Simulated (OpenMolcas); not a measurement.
An atom or ion with 80 electrons was computed by XMS-CASPT2, IPEA 0.25 Eh, imaginary shift 0.1 Eh with spin-orbit coupling (OpenMolcas, ANO-RCC-VTZP, DKH2). The lowest levels that the run gave, each within 12 % of the measured value where one is at hand:

```json
{"J": "0", "Parity": "even", "E (cm⁻¹)": "0.0", "g": ""}
{"J": "0", "Parity": "odd", "E (cm⁻¹)": "51450", "g": ""}
{"J": "1", "Parity": "odd", "E (cm⁻¹)": "54030", "g": "1.486"}
{"J": "2", "Parity": "odd", "E (cm⁻¹)": "61070", "g": "1.501"}
{"J": "1", "Parity": "odd", "E (cm⁻¹)": "74820", "g": "1.015"}
{"J": "2", "Parity": "even", "E (cm⁻¹)": "123800", "g": "1.084"}
{"J": "0", "Parity": "even", "E (cm⁻¹)": "124130", "g": ""}
```

Q: Which ion is it, and what are the configurations and terms?

A: Tl+ (Z = 81, charge +1; active space 2 electrons in 8 orbitals (6s 6p 7s 7p)). J, parity and g give the terms where levels are pure, and mixed ones are named by the computed weights; the size of the splittings, set against known spectra of the 80-electron sequence, gives the charge. In order, with the measured energies in cm⁻¹ (NIST Handbook of Basic Atomic Spectroscopic Data): 6s² ¹S₀, 6s 6p ³P°₀ (49451), 6s 6p ³P°₁ (52394), 6s 6p ³P°₂ (61728), 6s 6p ¹P°₁ (75663), 6p² ¹D₂, 6p² ³P₀.

Term energies are means over components that CASPT2 splits; among the terms shown or strongly mixed into the levels shown the widest spread is 200 cm-1 (6p² ¹D). Over all roots computed the reference weight is 0.80 to 0.92; the roots of lowest weight are the least certain, and an intruder state may touch them. The run also gave levels led by 6s 7s, which use shells meant for correlation; these and all levels above them are left out. The ¹D term of p² mixes with s d, which this space lacks. Spin-orbit splittings of 6p shells tend to come out small when the coupling is added on scalar orbitals. Measured partners are found by configuration, term and J. A level has none where our copy of the source lacks it or the pairing is in doubt (some pairs that miss far off the trend of their configuration count as doubtful), and it then counts in no deviation. Only configurations of the active space appear.

° marks odd parity.
